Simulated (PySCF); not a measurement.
Constitutional and geometric isomers with formula C2H5B. All species are isolated molecules in the gas phase. One relaxed conformer stands for each flexible species; it need not be the lowest. Strings in code marks are SMILES.

The four lowest singlet excitations (Tamm–Dancoff). These are B3LYP-D3(BJ)/def2-TZVP // PBE0-D4/def2-TZVP (PySCF 2.14.0) values and carry that method's errors. B3LYP has the VWN-RPA correlation part, as in Gaussian. Excitations are Tamm–Dancoff values on a coarser integration grid. The basis has no diffuse functions, so Rydberg states are missing or too high.

| state | energy (eV) | wavelength (nm) | oscillator strength |
|---|---|---|---|
| S1 | 2.92 | 425 | 0.000 |
| S2 | 6.03 | 206 | 0.060 |
| S3 | 6.49 | 191 | 0.185 |
| S4 | 7.04 | 176 | 0.135 |

Problem. Which member gives these states?
A. `[H]/B=C/C`
B. `B1CC1`
C. `BC=C`

Solution. A, `[H]/B=C/C`
